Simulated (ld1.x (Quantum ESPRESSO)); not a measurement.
**phosphorus (P): excitation energies, all-electron against TM**

P (Z = 15), norm-conserving Troullier–Martins (Kleinman–Bylander form), made with ld1.x (Quantum ESPRESSO) 7.5 (PBE, scalar-relativistic). Core [Ne], reference 3s2 3p2.5 (charge +0.5). Waves: 3s (bound): rc 1.88 bohr; 3p (bound): rc 1.46 bohr. Local part: all-electron potential smoothed inside 1.64 bohr (lloc = -1). Core correction: a·sin(br)/r model core inside 0.85 bohr.

Energies are relative to the spin-unpolarised reference configuration 3s2 3p2.5; without spin polarisation the order of configurations can differ from experiment.

**Question.** Give the all-electron excitation energy and the error of the potential for: 3s2 3p3; 3s2 3p2; 3s2 3p1; 3s2 3p3.3; 3s1 3p4; 3s0 3p5; 3s2 3p0.

**Answer.**

| valence configuration | charge | ΔE all-electron (eV) | error AE − PS (meV) |
| --- | --- | --- | --- |
| 3s2 3p3 | 0 | -3.775 | +1.1 |
| 3s2 3p2 | +1 | 5.955 | +1.3 |
| 3s2 3p1 | +2 | 25.102 | +21 |
| 3s2 3p3.3 | -0.3 | -5.082 | +2.0 |
| 3s1 3p4 | 0 | 4.759 | -5.4 |
| 3s0 3p5 | 0 | 13.426 | -22 |
| 3s2 3p0 | +3 | 54.841 | +85 |

Levels in the configuration 3s2 3p3:

```tsv
level	all-electron (eV)	pseudo (eV)
3s	-13.969	-13.974
3p	-5.507	-5.510
```
